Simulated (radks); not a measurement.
The numbers below are computed, except where a source is named.
Q: Level of theory: Dirac Kohn-Sham, PBE, spin-unpolarised, spherical densities, point nucleus; open shells fill j = l - 1/2 first (a radial shooting solver on a logarithmic mesh with Libxc functionals). Each species is in its NIST ground configuration. Rank Xe4+, Zr4+, Sb4+, Pd4+, Rh4+, Rb4+, Tc4+, Mo4+, I4+, Ag4+, Sn4+, Ru4+, In4+, Cd4+, Nb4+, Te4+, Sr4+ by Delta-SCF ionisation energy (eV), largest first.

A: Zr4+ 80.292, Sn4+ 76.565, In4+ 73.758, Sr4+ 71.562, Cd4+ 70.928, Ag4+ 68.072, Rb4+ 67.183, Pd4+ 65.185, Rh4+ 62.262, Ru4+ 59.797, Te4+ 59.092, Tc4+ 56.747, Sb4+ 55.419, Xe4+ 54.607, Mo4+ 53.635, I4+ 51.156, Nb4+ 50.445.
